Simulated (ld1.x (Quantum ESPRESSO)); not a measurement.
Before and after: PAW potential for Yb

ytterbium (Yb), PAW, made with ld1.x (Quantum ESPRESSO) 7.5 (PBE, scalar-relativistic). Core [Kr] 4d10, reference 4f14 5s2 5p6 5d0 6s1.5 6p0 (charge +0.5). Waves: 5s (bound): rcut 1.55, rcutus 1.85 bohr; 6s (bound): rcut 1.55, rcutus 1.85 bohr; 5p (bound): rcut 2.65, rcutus 3.20 bohr; 6p (bound, empty): rcut 2.65, rcutus 3.20 bohr; 5d (bound, empty): rcut 2.65, rcutus 3.50 bohr; 5d channel at 1.8 Ry: rcut 2.65, rcutus 3.50 bohr; 4f (bound): rcut 1.00, rcutus 1.30 bohr; 4f channel at 0.9 Ry: rcut 1.00, rcutus 1.30 bohr. Local part: all-electron potential smoothed inside 1.40 bohr (lloc = -1). Core correction: a·sin(br)/r model core inside 1.00 bohr. Augmentation charge: PSQ, inside the norm-conserving radii.

Change: waves 5s (bound): rcut 1.44, rcutus 1.52 bohr; 6s (bound): rcut 1.44, rcutus 1.52 bohr.

Cutoffs: the cutoffs (Ry, on a coarse ladder) from which the occupation-weighted sum of valence levels, in a spherical-Bessel basis at the reference potential, stays within 10 and 1 mRy of its value at 400 Ry; they do not see the model core or the augmentation charge, which bear on the density cutoff. Errors are all-electron minus pseudo energies relative to the spin-unpolarised reference configuration.

Q: Predict the effect on cutoff, ghosts and configuration errors.

A: The potential gets neither clearly harder nor softer (120 Ry and 200 Ry → 120 Ry and 200 Ry); the f channel sets the loose cutoff, while the largest relative change is in s, which becomes harder; of the 7 tests that both files solve, the error grows in 1 and shrinks in 0 by more than 15 % and 0.3 meV (median size 1.0 → 1.9 meV); the range in which the s phases agree widens (upper end 1.9 → at the end of the scan); neither file shows a bound ghost.

```tsv
quantity	base	changed
cutoff, loose	120 Ry	120 Ry
cutoff, tight	200 Ry	200 Ry
loose cutoff by channel (10 mRy a level)	s 12 Ry, p 6 Ry, f 80 Ry	s 18 Ry, p 6 Ry, f 80 Ry
bound ghosts	none	none
error for 4f14 5s2 5p6 5d0 6s2 6p0, meV [ΔE -2.60 eV]	+1.9	+1.9
error for 4f14 5s2 5p6 5d0 6s1 6p0, meV [ΔE 3.94 eV]	-1.9	-2.0
error for 4f14 5s2 5p6 5d0 6s0 6p0, meV [ΔE 16.18 eV]	-6.5	-6.9
error for 4f14 5s2 5p6 5d0 6s0 6p2, meV [ΔE 3.45 eV]	-0.3	0.0
error for 4f14 5s2 5p6 5d0.5 6s1.5 6p0, meV [ΔE -0.97 eV]	+1.0	+1.0
error for 4f13 5s2 5p6 5d0 6s0 6p0, meV [ΔE 42.77 eV]	-0.9	-83
error for 4f14 5s2 5p6 5d0 6s0 6p1, meV [ΔE 7.72 eV]	-1.0	-0.8
s: phases at 3.79 bohr within 0.05 rad from the reference energy up to (Ry; the scan ends near 5)	1.9	to the end of the scan
p: phases at 3.79 bohr within 0.05 rad from the reference energy up to (Ry; the scan ends near 5)	1.5	1.5
d: phases at 3.79 bohr within 0.05 rad from the reference energy up to (Ry; the scan ends near 5)	3.6	3.6
f: phases at 3.79 bohr within 0.05 rad from the reference energy up to (Ry; the scan ends near 5)	n/a	n/a
lowest overlap eigenvalue by channel	s 0.05, p 0.71, d 0.80, f 0.89	s 0.26, p 0.71, d 0.80, f 0.89
```
